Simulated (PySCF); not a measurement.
Compound: C₁₀H₁₃B.
Numbering: `[CH3:1][B:2]([CH3:3])[C:4]1=[CH:5][C@@H:6]2[CH:7]=[CH:8][C@H:9]1[CH:10]=[CH:11]2` (hydrogens: H12, H13, H14 on C1; H15, H16, H17 on C3; H18 on C5; H19 on C6; H20 on C7; H21 on C8; H22 on C9; H23 on C10; H24 on C11)

Theory: PBE0-D3(BJ)/def2-SVP geometry optimisation, gas phase (PySCF).

Entries marked ? are missing. Bonds in one row agree within 0.01 Å.

```
             coordinate    value
           C1–B2, B2–C3  1.579 Å
                  B2–C4  1.556 Å
                  C4=C5        ?
                  C5–C6  1.525 Å
          C6–C7, C6–C11  1.530 Å
         C7=C8, C10=C11        ?
          C8–C9, C9–C10        ?
                  C4–C9        ?
C1–H12 and 5 like bonds  1.103 Å
                 C5–H18  1.093 Å
                 C6–H19  1.096 Å
        C7–H20, C11–H24  1.091 Å
        C8–H21, C10–H23  1.091 Å
                 C9–H22  1.096 Å
               C1–B2–C3   121.5°
               C1–B2–C4   119.5°
               B2–C4–C5        ?
               B2–C4–C9   124.9°
               C5–C4–C9        ?
               C4–C5–C6   115.3°
               C5–C6–C7   104.9°
              C7–C6–C11        ?
               C6–C7–C8   112.9°
               C7–C8–C9   113.4°
              C8–C9–C10   106.0°
               C4–C9–C8   106.0°
```

**Question.** Estimate the withheld lengths and angles.

**Answer.** 
- C4=C5 = 1.346 Å, drawn double (fully substituted alkene carbon to alkene CH carbon); 0.11 Å below the sum of covalent radii, 1.46 Å.
- C7=C8, C10=C11 = 1.331 Å, drawn double (both ends alkene CH carbon); 0.13 Å below the sum of covalent radii, 1.46 Å.
- C8–C9, C9–C10 = 1.527 Å, drawn single (alkene CH carbon to sp3 carbon at a ring junction); 0.04 Å above the sum of covalent radii, 1.49 Å.
- C4–C9 = 1.546 Å, drawn single (fully substituted alkene carbon to sp3 carbon at a ring junction); 0.06 Å above the sum of covalent radii, 1.49 Å.
- B2–C4–C5 = 124.9°, at the fully substituted alkene carbon; the outer atoms are 2.575 Å apart.
- C5–C4–C9 = 110.2°, at the fully substituted alkene carbon, inside a 6-membered ring; the outer atoms are 2.374 Å apart.
- C7–C6–C11 = 106.4°, at the sp3 carbon at a ring junction, inside a 6-membered ring; the outer atoms are 2.450 Å apart.

Radii are Cordero's, carbon taken as 0.76, 0.73 or 0.69 Å for four, three, and two or fewer neighbours.

No PBE0-D3(BJ)/def2-SVP frequencies stand behind this structure, so it isn't proved a minimum.

Time: 1.7 min of wall time; peak memory 1.0 GiB. Hardware: one thread, Intel Xeon 6975P-C (x86_64), on a shared host. That covers the optimisation of the geometry.

The values belong to the conformer `[CH3:1][B:2]([CH3:3])[C:4]1=[CH:5][C@@H:6]2[CH:7]=[CH:8][C@H:9]1[CH:10]=[CH:11]2`: C1–B2–C4–C5 0°.
